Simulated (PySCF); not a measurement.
# SMILES SCc1ncccn1, C₅H₆N₂S

Geometry:
```json
{"atom": "S1", "x (Å)": "2.934", "y (Å)": "0.737", "z (Å)": "-0.346"}
{"atom": "C2", "x (Å)": "1.909", "y (Å)": "-0.571", "z (Å)": "0.423"}
{"atom": "C3", "x (Å)": "0.463", "y (Å)": "-0.258", "z (Å)": "0.237"}
{"atom": "N4", "x (Å)": "-0.238", "y (Å)": "0.052", "z (Å)": "1.318"}
{"atom": "C5", "x (Å)": "-1.515", "y (Å)": "0.350", "z (Å)": "1.145"}
{"atom": "C6", "x (Å)": "-2.113", "y (Å)": "0.337", "z (Å)": "-0.107"}
{"atom": "C7", "x (Å)": "-1.289", "y (Å)": "-0.004", "z (Å)": "-1.170"}
{"atom": "N8", "x (Å)": "-0.012", "y (Å)": "-0.297", "z (Å)": "-1.003"}
{"atom": "H9", "x (Å)": "2.396", "y (Å)": "0.612", "z (Å)": "-1.556"}
{"atom": "H10", "x (Å)": "2.163", "y (Å)": "-0.580", "z (Å)": "1.480"}
{"atom": "H11", "x (Å)": "2.171", "y (Å)": "-1.518", "z (Å)": "-0.049"}
{"atom": "H12", "x (Å)": "-2.065", "y (Å)": "0.605", "z (Å)": "2.042"}
{"atom": "H13", "x (Å)": "-3.153", "y (Å)": "0.579", "z (Å)": "-0.248"}
{"atom": "H14", "x (Å)": "-1.653", "y (Å)": "-0.046", "z (Å)": "-2.189"}
```

Computed with GIAO B97-2/pcSseg-1 magnetisability, rotational g tensor and spin-rotation constants, non-relativistic, gas phase (PySCF 2.14.0). Geometry: GFN2-xTB.

Question: How diamagnetic is it, and how anisotropic?

Answer: Isotropic -1230 × 10⁻³⁰ J/T², or -74.1 × 10⁻⁶ cm³/mol; principal values -1866, -931, -894 × 10⁻³⁰ J/T², anisotropy 954 × 10⁻³⁰ J/T² (root of half the summed squared differences of the principal values). The susceptibility is in cgs units.

Question: Split it along the inertial axes a, b, c into diamagnetic and paramagnetic parts about the centre of mass, with the quadrupole moment.

Answer: 
```
axis  χ (10⁻⁶ cm³/mol)  diamagnetic (10⁻⁶ cm³/mol)  paramagnetic (10⁻⁶ cm³/mol)  summed x² of all electrons (Å²)  quadrupole Θ (D Å)
   a             -61.2                      -378.1                        316.9                            242.3               +3.56
   b             -57.2                     -1141.2                       1084.0                             62.4               -0.24
   c            -103.9                     -1292.7                       1188.9                             26.7               -3.32
```
Anisotropies 2χaa − χbb − χcc = +38.5 and 2χbb − χaa − χcc = +50.8 × 10⁻⁶ cm³/mol. Θ is traceless in Buckingham's convention.

Question: And the rotational g tensor?

Answer: 
```tsv
axis	rotational constant (GHz)	g	nuclear part	electronic part
a	4.3973	-0.0708	0.5838	-0.6546
b	1.1065	-0.0188	0.5447	-0.5635
c	0.9717	+0.0057	0.5484	-0.5427
```
Asymmetric top; isotopes 12C, 1H, 14N, 32S; no vibrational averaging.
